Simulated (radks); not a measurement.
Ionisation of neutral bromine, [Ar] 3d10 4s2 4p5, to [Ar] 3d10 4s2 4p4 as the strength of local exchange is varied. Calculated with a radial shooting solver on a logarithmic mesh with Libxc functionals: scalar-relativistic Kohn-Sham, Slater X-alpha exchange (alpha = 2/3 is LDA exchange), no correlation, spin-unpolarised, spherical densities, finite nucleus; Fermi nuclear charge, rms radius 4.1629 fm.

alpha  E(Br) (hartree)  exchange (hartree)  IE (eV)  -e of the level emptied (eV)  <r> of it (bohr)
0.574      -2588.05542           -73.29961   10.399                    5.890 (4p)             2.182
0.64       -2596.50637           -81.99090   11.135                    6.536 (4p)             2.144
0.667      -2599.97141           -85.56198   11.443                    6.808 (4p)             2.129
0.752      -2610.90952           -96.86311   12.435                    7.691 (4p)             2.084
0.762      -2612.19931           -98.19852   12.554                    7.798 (4p)             2.079

NIST Atomic Spectra Database: 11.814 eV (measured). The Delta-SCF value meets it near alpha = 0.70. Spin polarisation and multiplet splitting are left out, so open shells lie too high by an amount that depends on their filling.

Beside tabulated values, note that spin-unpolarised runs miss the spin-polarisation part of the exchange energy of open shells.
